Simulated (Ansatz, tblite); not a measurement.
Cost and result up the ladder for InH₂Cl (4 atoms). The state is a singlet with charge 0. Geometry: PBE0-D4/def2-TZVP.

Cartesian coordinates in Å:
```
In -0.1817 -0.1752 -0.0456
H -1.2961 0.3260 -1.2358
H -0.0001 -1.5763 0.9102
Cl 1.4780 1.4255 0.3712
```

Ansatz on 4 threads of Arm Neoverse V1 on a shared host; xTB runs through tblite on one thread. Times are rough, summed over both states, and most runs start from the orbitals of an earlier one. PBE0-D4/def2-TZVP serves as the yardstick here, not as an exact answer. The other state is a triplet.

In the def2 sets In takes a core potential; there is no spin–orbit coupling. The xTB rows come from tblite.

xTB has no spin-polarisation term.

```
                         level  functions  wall time
                      GFN2-xTB         20    0.004 s
                      GFN1-xTB         22    0.005 s
PBE-D4/def2-TZVP (with forces)         99      1.6 s
             PBE0-D4/def2-TZVP         99        2 s
           r2SCAN-D4/def2-TZVP         99      3.5 s
```

(1) Estimate what each level gives for the vertical triplet (eV).

Results:

(1) 
| level | vertical triplet (eV) | difference from PBE0-D4/def2-TZVP (eV) |
| --- | --- | --- |
| GFN2-xTB | 4.34 | -0.42 |
| GFN1-xTB | 6.61 | 1.85 |
| PBE-D4/def2-TZVP (with forces) | 4.40 | -0.36 |
| PBE0-D4/def2-TZVP | 4.76 | 0.00 |
| r2SCAN-D4/def2-TZVP | 4.51 | -0.24 |
